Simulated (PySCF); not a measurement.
Te(NH2)(GeH3) (GeH5NTe), SMILES N[Te][GeH3].

Geometry: PBE0-D3(BJ)/def2-SVP. The structure was generated by enumeration, and PubChem lists no compound with its InChIKey, so it may never have been made. The def2 effective core potentials stand for the cores of Te; spin–orbit coupling is left out. The values are those of a single conformer.

These are PBE0-D3(BJ)/def2-SVP in PySCF values and carry that method's errors.

Frequencies are harmonic and unscaled.

Estimate the vibrational spectrum. (The exact figures need the calculation; the answer reports its results.)


| mode | ν (cm⁻¹) | IR (km/mol) | moving atoms (share of kinetic energy) |
|---|---|---|---|
| 1 | 106 | 0.3 | H 93 % |
| 2 | 114 | 1.0 | N 63 %, H 17 %, Ge 12 %, Te 8 % |
| 3 | 240 | 2.7 | Ge 60 %, Te 38 % |
| 4 | 247 | 35.8 | H 95 % |
| 5 | 494 | 1.7 | H 78 %, N 13 % |
| 6 | 508 | 7.1 | H 96 % |
| 7 | 537 | 47.7 | N 72 %, H 21 % |
| 8 | 782 | 17.7 | H 87 %, N 11 % |
| 9 | 802 | 326.7 | H 96 % |
| 10 | 868 | 40.7 | H 99 % |
| 11 | 882 | 35.2 | H 99 % |
| 12 | 965 | 0.8 | H 95 % |
| 13 | 1546 | 6.5 | H 92 % |
| 14 | 2146 | 99.6 | H 99 % |
| 15 | 2163 | 91.1 | H 99 % |
| 16 | 2163 | 103.9 | H 98 % |
| 17 | 3530 | 21.8 | H 96 % |
| 18 | 3637 | 22.4 | H 91 %, N 9 % |
